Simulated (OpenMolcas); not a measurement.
**Eu2+: effect of the basis set**

```yaml
Program: OpenMolcas
Method: "MS-CASPT2, IPEA 0.25 Eh, imaginary shift 0.1 Eh (closed shells correlated: 5s 5p)"
Active_space: 7 electrons in 7 orbitals (4f)
State_averaging: 2S+1 = 8 odd, 1 root; 2S+1 = 6 odd, 48 roots; 2S+1 = 4 odd, 96 roots kept (CI in the orbitals of an earlier block); 2S+1 = 2 odd, 25 roots kept (CI in the orbitals of an earlier block, 0 in the spin-orbit step)
Spin-orbit_coupling: RASSI with atomic mean-field integrals over the reference wave functions, term energies averaged over their components
```

A. ANO-RCC-VDZP [7s6p4d2f1g], DKH2, point nucleus; CASPT2 step about 60 core-seconds
B. ANO-R2 [8s6p4d3f1g], X2C, finite nucleus; CASPT2 step of the order of 70 core-seconds
C. ANO-RCC-VTZP [8s7p5d3f2g1h], DKH2, point nucleus; CASPT2 step of the order of 100 core-seconds
D. ANO-R3 [9s8p6d5f3g1h], X2C, finite nucleus; CASPT2 step roughly 5 core-minutes
E. ANO-RCC-VQZP [9s8p6d4f3g2h], DKH2, point nucleus; CASPT2 step about 5 core-minutes

Energies in cm-1 above 4f7 8S* 7/2, the measured ground level; measured values from Martin, Zalubas and Hagan, Atomic Energy Levels: The Rare-Earth Elements, NSRDS-NBS 60 (1978).

| Level | A | B | C | D | E | Measured |
| --- | --- | --- | --- | --- | --- | --- |
| 4f7 8S* 7/2 | 0.0 | 0.0 | 0.0 | 0.0 | 0.0 | 0.0 |
| 4f7 6P* 7/2 | 31720 | 30970 | 29940 | 29350 | 29460 | 28200 |
| 4f7 6P* 5/2 | 31980 | 31230 | 30190 | 29590 | 29710 |  |
| 4f7 6P* 3/2 | 32700 | 31970 | 30940 | 30340 | 30450 |  |
| 4f7 6I* 7/2 | 36500 | 35710 | 34750 | 34310 | 34370 |  |
| 4f7 6I* 9/2 | 36780 | 36000 | 35040 | 34610 | 34660 |  |
| 4f7 6I* 17/2 | 36920 | 36140 | 35190 | 34760 | 34820 | 32073 |
| 4f7 6I* 11/2 | 37040 | 36260 | 35310 | 34880 | 34930 | 32180 |
| 4f7 6I* 15/2 | 37190 | 36420 | 35460 | 35040 | 35090 | 32308 |
| 4f7 6I* 13/2 | 37200 | 36430 | 35480 | 35050 | 35110 |  |
| 4f7 6D* 9/2 | 39790 | 38990 | 37770 | 37250 | 37330 |  |
| 4f7 6D* 1/2 | 40610 | 39850 | 38650 | 38140 | 38210 |  |
| 4f7 6D* 7/2 | 40810 | 40040 | 38840 | 38320 | 38390 |  |
| 4f7 6D* 3/2 | 40880 | 40120 | 38920 | 38410 | 38480 |  |
| 4f7 6D* 5/2 | 41040 | 40280 | 39080 | 38560 | 38630 |  |
| 4f7 6G* 7/2 [56 %] | 52220 | 51180 | 49510 | 48780 | 48950 |  |
| 4f7 6G* 9/2 [60 %] | 52360 | 51310 | 49610 | 48890 | 49060 |  |
| 4f7 6G* 11/2 [57 %] | 52420 | 51360 | 49650 | 48930 | 49100 |  |
| 4f7 6F* 1/2 [66 %] | 53960 | 52980 | 51380 | 50600 | 50750 |  |
| 4f7 6G* 13/2 | 54000 | 52950 | 51240 | 50530 | 50710 |  |
| 4f7 4D* 5/2 [51 %] | 55580 | 54660 | 53150 | 52350 | 52510 |  |
| 4f7 6F* 5/2 [62 %] | 56230 | 55230 | 53600 | 52820 | 52970 |  |
| 4f7 6F* 11/2 [60 %] | 56440 | 55420 | 53700 | 52980 | 53130 |  |

Deviations, from unrounded energies. A percentage is the sum of absolute deviations over the sum of measured energies, with the sign that they share, or ± where signs differ.

```tsv
Against measurement	Levels	A	B	C	D	E
mean absolute deviation (cm-1)	4	4500	3800	2800	2300	2400
other terms of the ground configuration (%)	4	+14.5	+12.0	+8.9	+7.4	+7.7
```

D, E lie about equally close to measurement and A furthest from it. The largest miss of D in the table is 4f7 6I* 15/2, by +2700 cm-1. The ranking rests on the paired levels alone, and a cruder setting can come out closer through cancelling errors.

The two smallest mean deviations differ by little beside CASPT2's spread within terms, so their order carries little weight.

Among A to E the level of the table that moves most is 4f7 6G* 11/2 [57 %], by 3500 cm-1 (lowest in D, highest in A). Moves below CASPT2's spread within the term are not significant.

Term energies are means over components that CASPT2 splits; among the terms shown or strongly mixed into the levels shown the widest spread is 540 cm-1 (4f7 6I*, E). Blocks of more than 70 roots (2S+1 = 4 odd) ran without multistate coupling. Only 96 quartet roots enter the spin-orbit mixing, so the splitting and order within the octet and the sextets are unsound, and g values and χT are rough. Terms from blocks run as CI alone lack orbitals of their own. The CASPT2 spread within a term exceeds the gap to the next term for 4f7 6G* and 4f7 6F*, so the order of their levels is uncertain, and so are names and mixing where such terms share a J. Some terms miss by over 15 % even with CASPT2, which points to a basis or an active space too small for the shells correlated (holds for A). Computed and measured levels are paired by configuration, term and J; levels that our copy of the source lacks, or whose pairing is in doubt (as where it misses far off the trend of its configuration), stay unpaired and out of the deviations. Only configurations of the active space appear. The table leaves out levels that lie high or whose names do not pair safely across all columns.

A share in square brackets marks a mixed level and gives the weight of the term that names it, the lowest over the columns. * marks odd parity.
